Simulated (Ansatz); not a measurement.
The same molecule with X = B, Al, Ga, In. Ansatz, PBE0-D4/def2-TZVP geometries, multiplicity 1.

Elements past krypton have def2 core potentials. Scalar relativity is left out up to krypton.

| X | molecule | mean X–H bond length / Å | mean X–O bond length / Å | HOMO energy (B3LYP/def2-TZVPP) / eV | HOMO–LUMO gap (ωB97M-V/def2-TZVPP) / eV | size of the dipole moment (ωB97M-V/def2-TZVPP) / D |
| --- | --- | --- | --- | --- | --- | --- |
| B | `BO` | 1.199 | 1.348 | -8.68 | 12.69 | 1.58 |
| Al | `[OH][AlH2]` | 1.581 | 1.696 | -8.19 | 11.24 | 1.24 |
| In | `[OH][InH2]` | 1.710 | 1.991 | -8.02 | 10.46 | 1.89 |

Q: Give the row for X = Ga, `[OH][GaH2]`. (Estimate.)

A: The calculation gave: 
| X | molecule | mean X–H bond length / Å | mean X–O bond length / Å | HOMO energy (B3LYP/def2-TZVPP) / eV | HOMO–LUMO gap (ωB97M-V/def2-TZVPP) / eV | size of the dipole moment (ωB97M-V/def2-TZVPP) / D |
| --- | --- | --- | --- | --- | --- | --- |
| Ga | `[OH][GaH2]` | 1.560 | 1.788 | -8.35 | 11.31 | 1.47 |

From B to In the mean X–H bond length isn't monotonic: highest at In, lowest at B; the mean X–O bond length rises at each step, by 0.643 Å in all; the HOMO energy (B3LYP/def2-TZVPP) isn't monotonic: highest at In, lowest at B; the HOMO–LUMO gap (ωB97M-V/def2-TZVPP) isn't monotonic: highest at B, lowest at In. Bonds lengthen as the atom grows down the group. Dipoles are sizes alone, and their direction can turn along the series.

B3LYP here is the variant with VWN-RPA as its local correlation; programs differ in this.
